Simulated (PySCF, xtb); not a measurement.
C₆H₁₁O, SMILES C([C](C)C)C(=O)C, multiplicity 2. One conformer was computed; it need not be the lowest.

Harmonic wavenumbers (cm⁻¹) from GFN2-xTB (xtb) at its own minimum, in rising order: 86, 89, 134, 144, 155, 174, 286, 336, 374, 418, 503, 525, 809, 830, 924, 962, 982, 984, 1015, 1023, 1030, 1084, 1164, 1194, 1311, 1327, 1371, 1396, 1404, 1441, 1455, 1457, 1464, 1474, 1481, 1489, 1707, 2907, 2914, 2951, 2974, 2982, 3007, 3010, 3029, 3040, 3044, 3050.

Question: What does PBE-D3(BJ)/def2-SVP (PySCF 2.14.0) give at its own minimum? (An estimate is asked for; the answer gives what the named calculation found.)

Answer: 59, 97, 104, 126, 128, 142, 302, 339, 383, 413, 508, 562, 758, 775, 858, 898, 937, 951, 971, 982, 996, 1082, 1178, 1194, 1258, 1288, 1308, 1335, 1339, 1377, 1382, 1384, 1393, 1398, 1408, 1416, 1749, 2876, 2912, 2963, 2969, 2970, 2980, 3038, 3044, 3051, 3060, 3104. Paired by order, the mean absolute difference is 35 cm⁻¹ and the zero-point energies are 95.7 and 94.0 kcal/mol.
